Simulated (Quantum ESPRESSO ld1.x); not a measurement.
Results of a calculation; reference values are marked as such.
Question: These are the eigenvalues of the occupied orbitals of an atom or ion with whole-number occupations (eV). Code: ld1.x of Quantum ESPRESSO 7.5. Model: scalar-relativistic Kohn-Sham, exchange-only B88, spin-unpolarised, spherical densities, point nucleus.

1s: -307.995
2s: -39.4795

Which element is it, and in what charge state? The configuration may be excited.

Answer: Z = 6, carbon, charge +2: C2+ in [He] 2s2. The 1s level, -11.319 hartree, gives Z - s = 4.8 by -(Z - s)^2/2, which with screening and relativity narrows Z to a few neighbours, and the depths must fix Z and the occupations together.
